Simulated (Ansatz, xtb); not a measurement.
**A geometry optimisation of C6H11O+ with r2SCAN-D4/def2-SVP**

The starting geometry of this gas-phase singlet was built from a drawn formula by distance geometry and a force field; its bonds are those of `C=COC[C+](C)C`.

```
atom    x (Å)    y (Å)    z (Å)
   C   3.6860   2.1587  -1.2614
   C   2.2992   2.3808  -1.4130
   C   1.7295   0.0586  -1.0356
   C   0.4431  -0.7607  -0.9944
   C  -0.1579  -1.1558  -2.2342
   C  -0.3999  -0.7145   0.2387
   O   1.3439   1.4125  -1.3207
   H   4.2739   3.0198  -1.3648
   H   4.1387   1.2065  -1.0268
   H   1.8521   3.3302  -1.6038
   H   2.3575  -0.2737  -1.8313
   H   2.2123   0.0131  -0.0799
   H   0.5618  -1.4594  -3.0340
   H  -0.8469  -2.0176  -2.1020
   H  -0.7499  -0.3274  -2.6790
   H   0.2369  -0.7551   1.1513
   H  -1.0260  -1.5648   0.2934
   H  -1.0050   0.2485   0.2108
```

Where would you expect an optimisation with r2SCAN-D4/def2-SVP to take it?

It keeps its bonds, and is `C=COC[C+](C)C`.

The energy falls by 1.03 eV over 31 steps:

```tsv
step	E − E(last) (eV)
1	1.026
4	0.330
8	0.250
11	0.211
14	0.161
18	0.024
21	0.009
24	0.004
28	0.000
31	0.000
```

Final geometry (Å):

```xyz
18

C     2.7013    2.1535   -0.3355
C     1.9767    2.0704   -1.4624
C     2.0543   -0.3640   -1.7373
C     0.6653   -0.6008   -1.2539
C    -0.3374   -1.1004   -2.1916
C     0.3369   -0.2215    0.1121
O     1.7019    0.9544   -2.1978
H     2.8551    3.1423    0.1026
H     3.1845    1.3091    0.1613
H     1.4917    2.9326   -1.9300
H     2.3547   -0.9559   -2.6110
H     2.8403   -0.3662   -0.9707
H    -0.4043   -2.1948   -1.9897
H    -1.3438   -0.6999   -1.9988
H    -0.0443   -0.9923   -3.2449
H     0.9591   -0.7924    0.8273
H    -0.7285   -0.3052    0.3596
H     0.6859    0.8308    0.2738
```

From the same start GFN2-xTB ends elsewhere, differing in C4–O7 (1.50 against 2.09 Å here).

No frequencies were run, so the end isn't proven a minimum. Run with Ansatz 0.2.0, 68 s on 4 threads of Arm Neoverse V1, with other jobs on the host.
